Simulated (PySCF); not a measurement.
Al(All)(Cl)(OH) (C3H6AlClO), SMILES C=C[CH2][Al]([OH])[Cl].

Geometry optimised at B3LYP-D3(BJ)/def2-SVP. Other conformers were not sampled.

Computed with C-PCM-M06-2X/def2-SVP (PySCF).

The values are the electrostatic part of the solvation free energy, E(continuum) − E(gas) at the gas-phase geometry, in a cavity of scaled van der Waals radii (PySCF's table); cavitation and dispersion terms are not included. A continuum can't describe solvent molecules that bind to the metal. In vacuum the orbital gap is 8.25 eV. The dipole moment in vacuum is 0.71 D.

Computed values in water (ε = 78.36), chloroform (ε = 4.71), acetonitrile (ε = 35.69):
```json
[
 {"solvent": "water", "ε": "78.36", "ΔG(elec) (kcal/mol)": "-7.1", "dipole (D)": "0.92", "gap (eV)": "8.42"},
 {"solvent": "chloroform", "ε": "4.71", "ΔG(elec) (kcal/mol)": "-5.6", "dipole (D)": "0.87", "gap (eV)": "8.38"},
 {"solvent": "acetonitrile", "ε": "35.69", "ΔG(elec) (kcal/mol)": "-7.0", "dipole (D)": "0.92", "gap (eV)": "8.42"}
]
```
